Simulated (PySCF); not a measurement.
# Correlation energy of Se (selenium, neutral)

[Ar] 3d10 4s1 4p5, high-spin 3P determinant (an excited configuration). Computed with PySCF 2.14 in aug-cc-pVDZ-DK (6s5p3d, 36 functions), with the spin-free X2C one-electron Hamiltonian (Gaussian nucleus). Frozen: [Ar] 3d10; 6 electrons correlated.

```json
{"level": "CCSD", "correlation energy (mhartree)": "-170.07"}
{"level": "(T)", "correlation energy (mhartree)": "-12.61"}
{"level": "CCSD(T)", "correlation energy (mhartree)": "-182.68"}
```

Diagnostics: T1 = 0.030, D1 = 0.0592, largest double amplitude 0.265.

Q: Is a single reference adequate?

A: Not fully. A double-excitation amplitude exceeds 0.15, a sign of near-degeneracy.
